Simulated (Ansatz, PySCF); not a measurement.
Cl2Se, triplet, geometry from GFN2-xTB (a higher spin typed on purpose: for a closed-shell molecule this is an excited state). Base run: PySCF with HF/cc-pVDZ.

Geometry (Å):
```xyz
3

Se     0.0904     0.1088     0.8178
Cl     0.9767     1.1814    -0.7425
Cl    -1.1575    -1.3990    -0.8932
```
Charge 0, spin multiplicity 3.
Orbitals are unrestricted.
All else is at PySCF's defaults.

The same geometry, method and basis name were run in Ansatz (a first-principles code) and PySCF, at each program's defaults and at the settings that a row names. The base is PySCF at its defaults. Differences at the defaults can come from grids, fitting, cores and function types together.

```json
[
 {"code and settings": "PySCF, defaults (exact integrals, spherical functions)", "ΔE vs base (mEh)": "0.000", "basis functions": "63", "E (Eh)": "-3318.76725", "SCF cycles": "16", "dipole (D)": "3.29"},
 {"code and settings": "Ansatz, defaults (factorised integrals, spherical functions)", "ΔE vs base (mEh)": "0.011", "basis functions": "63", "E (Eh)": "-3318.76724", "SCF cycles": "-", "dipole (D)": "-"},
 {"code and settings": "PySCF, density fitting with def2-universal-jkfit", "ΔE vs base (mEh)": "0.130", "basis functions": "63", "E (Eh)": "-3318.76712", "SCF cycles": "16", "dipole (D)": "3.29"},
 {"code and settings": "Ansatz, high accuracy", "ΔE vs base (mEh)": "0.000", "basis functions": "63", "E (Eh)": "-3318.76725", "SCF cycles": "-", "dipole (D)": "-"}
]
```

Open shells are given as the SCF converged; they aren't shown to be the lowest states, and a large step between rows can be another state.
